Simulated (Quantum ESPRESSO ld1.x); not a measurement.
Results of a calculation; reference values are marked as such.
Species: Pd6+. Configuration: [Kr] 4d4. Code: ld1.x of Quantum ESPRESSO 7.5. Model: scalar-relativistic Kohn-Sham, LDA (Slater exchange, VWN5 correlation), spin-polarised, spherical densities, point nucleus; open shells are filled with parallel spins first. Some entries of the table are withheld. Estimate them.

orbital,occ.,eigenvalue (hartree),r(max) (bohr)
1s up,1,-890.674,0.021
1s down,1,-890.673,0.021
2s up,1,-133.288,0.117
2s down,1,-133.253,0.117
2p up,3,-119.961,0.093
2p down,3,-119.933,0.093
3s up,1,-27.0295,0.341
3s down,1,-27.0049,0.341
3p up,3,-22.6518,0.335
3p down,3,-22.6251,0.335
3d up,5,-15.6872,0.281
3d down,5,-15.6518,0.281
4s up,1,-6.69401,0.841
4s down,1,-6.55596,0.841
4p up,3,-5.38592,0.890
4p down,3,-5.24505,0.890
4d up,4,-3.43796,(1)
4d down,0,-3.29892,(2)

Answer. 
(1) 4d up r(max) (bohr): 1.00
(2) 4d down r(max) (bohr): 1.00
